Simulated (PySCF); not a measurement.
This PySCF input asks for the NMR shieldings of `C(CCCCCC)CO`, C8H18O; the geometry comes from GFN2-xTB.

```python
import basis_set_exchange as bse
import numpy as np
from pyscf import gto, dft
from pyscf.prop import nmr

atoms = """
C     4.579102   -0.452956    0.264118
C     3.268657    0.230452    0.635184
C     2.076081   -0.415467   -0.066099
C     0.755291    0.258716    0.296856
C    -0.431936   -0.391905   -0.409040
C    -1.755407    0.258432   -0.017539
C    -2.946805   -0.392217   -0.716528
C    -4.261848    0.302326   -0.358727
O    -4.296901    1.654392   -0.748617
H     4.748517   -0.393717   -0.808897
H     4.555002   -1.503109    0.547440
H     5.416985    0.020172    0.770848
H     3.319184    1.287058    0.361571
H     3.123595    0.175381    1.716521
H     2.224225   -0.362375   -1.147498
H     2.028144   -1.472507    0.207437
H     0.801658    1.316311    0.025909
H     0.606404    0.202059    1.377731
H    -0.463803   -1.455014   -0.157215
H    -0.294242   -0.315093   -1.490408
H    -1.891575    0.180798    1.063131
H    -1.731011    1.320490   -0.270009
H    -3.019221   -1.443220   -0.430151
H    -2.800933   -0.350793   -1.800476
H    -4.399159    0.310556    0.724996
H    -5.102662   -0.246360   -0.809984
H    -4.127234    1.704014   -1.696197
"""
names = dict.fromkeys(["C", "O", "H"], "pcSseg-1")
basis = {el: gto.basis.parse(bse.get_basis(n, elements=[el], fmt="nwchem")) for el, n in names.items()}
mol = gto.M(atom=atoms, basis=basis, charge=0, verbose=0)
mf = dft.RKS(mol, xc="PBE0")
mf.grids.level = 2
mf.grids.alignment = dft.numint.BLKSIZE   # the property module wants whole blocks of grid points
mf.conv_tol = 1e-9
mf.kernel()

calc = nmr.RKS(mf)   # GIAO
C = mf.mo_coeff
Co = C[:, mf.mo_occ > 0]
resp = mf.gen_response(singlet=True, hermi=2)
def vind(x):   # induced exchange potential for any number of trial vectors
    d = np.einsum("pi,xij,qj->xpq", C, 2 * x.reshape(-1, C.shape[1], Co.shape[1]), Co, optimize=True)
    return np.einsum("xpq,pi,qj->xij", resp(d - d.transpose(0, 2, 1)), C, Co, optimize=True).ravel()
mo1, _ = nmr.rhf.solve_mo1(calc, with_cphf=vind)
sigma = calc.kernel(mo1)
for i, s in enumerate(sigma):   # ppm
    print("%2d %-2s %9.2f" % (i, mol.atom_pure_symbol(i), np.trace(s) / 3))
```

Task: What does it print?

Result: 
```
 0 C     169.46
 1 C     158.13
 2 C     147.99
 3 C     149.89
 4 C     149.90
 5 C     154.50
 6 C     145.87
 7 C     118.89
 8 O     295.64
 9 H      30.78
10 H      30.77
11 H      30.46
12 H      30.38
13 H      30.38
14 H      30.50
15 H      30.50
16 H      30.37
17 H      30.43
18 H      30.45
19 H      30.54
20 H      30.64
21 H      29.70
22 H      30.25
23 H      30.53
24 H      28.11
25 H      27.47
26 H      32.23
```

These numbers come from an equivalent density-fitted implementation of the same equations, which agrees with the script to about 0.01 ppm for H and up to a few tenths of a ppm for heavy atoms, so last digits may differ.

Task: Turn these shieldings into chemical shifts. Shifts are taken against calculated references (same method and geometry level): $^{13}$C (186.93 ppm) and $^{1}$H (31.72 ppm) against TMS; H2O for $^{17}$O (336.08 ppm).

Result: Averaging equivalent atoms: C 7: 68.0; C 6: 41.1; C 2: 38.9; C 3: 37.0; C 4: 37.0; C 5: 32.4; C 1: 28.8; C 0: 17.5; O 8: 40.4; H 24/25: 3.93; H 20/21: 1.55; H 12/13: 1.34; H 22/23: 1.32; H 16/17: 1.32; H 18/19: 1.23; H 14/15: 1.22; H 9/10/11: 1.05; H 26: -0.52 ppm. Experimental scales use liquid or dissolved standards, which lie at an offset from isolated H2O (liquid H2O: subtract about 36 ppm).

Size and cost of the density-fitted run: 243 basis functions, 49 s wall time (43 s CPU) on 1 thread of an x86-64 server CPU, shared host.
